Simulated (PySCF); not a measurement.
## Electronic structure of Yb (ytterbium, neutral) at the r2SCAN level

Configuration: [Xe] 4f14 6s2, closed-shell 1S. Computed with PySCF 2.14 in ANO-R3, with the spin-free X2C one-electron Hamiltonian (Gaussian nucleus).

```json
{
 "Total energy": "-14059.93 hartree",
 "One-electron energy": "-19304.45 hartree",
 "Hartree (Coulomb) energy": "5542.14 hartree",
 "Exchange-correlation energy": "-297.62 hartree",
 "⟨S²⟩": "0.0000",
 "⟨L²⟩": "0.000",
 "Sum of ⟨r⟩": "44.18 bohr",
 "Sum of ⟨r²⟩": "73.90 bohr²",
 "Langevin diamagnetic susceptibility": "-58.5 ×10⁻⁶ cm³/mol",
 "Time after the integrals": "of the order of 29 core-seconds"
}
```

```tsv
shell	electrons	mean orbital energy (eV)	rms radius, mean of both spins (bohr)
1s	2	-61135.8	0.0223
2s	2	-10381.3	0.0901
2p	6	-9170.8	0.0815
3s	2	-2349.5	0.231
3p	6	-1980.9	0.232
3d	10	-1520.0	0.212
4s	2	-467.03	0.519
4p	6	-344.94	0.552
4d	10	-180.68	0.604
5s	2	-56.357	1.29
5p	6	-28.507	1.55
6s	2	-4.024	4.32
4f	14	-2.969	0.927
```

Spin-orbit coupling, which splits the p, d and f shells strongly at this Z, is absent.

Densities and radii are taken from the X2C orbitals without a picture-change correction, which distorts them close to the nucleus.
